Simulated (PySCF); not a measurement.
C₃H₆O₂Si, SMILES O1C(=C)OC1[SiH3]. Atoms are numbered in the order given.

```xyz
12

C      2.5828     0.5354     0.0000
C      1.3630     0.0126     0.0000
O      0.5243    -0.3429     1.0152
C     -0.4097    -0.7173     0.0000
Si    -2.0005     0.3558     0.0000
O      0.5243    -0.3429    -1.0152
H      3.0771     0.7457    -0.9465
H      3.0771     0.7457     0.9465
H     -0.5889    -1.8093     0.0000
H     -2.7902     0.0274     1.2218
H     -2.7902     0.0274    -1.2218
H     -1.5832     1.7846     0.0000
```

Coordinates come from a PBE0-D3(BJ)/def2-SVP optimisation. This is a generated structure with no PubChem entry under its InChIKey; it may be hypothetical.

The numbers are results of PySCF with M06-2X/def2-TZVP, not measurements.

Isolated molecule, no solvent.

Computed frontier levels, gap, dipole moment and polarisability:
| Property | Value |
|---|---|
| highest occupied level | -7.50 eV |
| lowest empty level | 0.97 eV |
| orbital gap | 8.47 eV |
| dipole moment | 1.74 D |
| quadrupole, principal values (traceless, Buckingham form, about the centre of nuclear charge) | -4.25, -0.57, 4.82 D·Å |
| mean static polarisability | 68.8 bohr³ (10.20 Å³) |
| polarisability, principal values | 55.3, 55.8, 95.3 bohr³ |
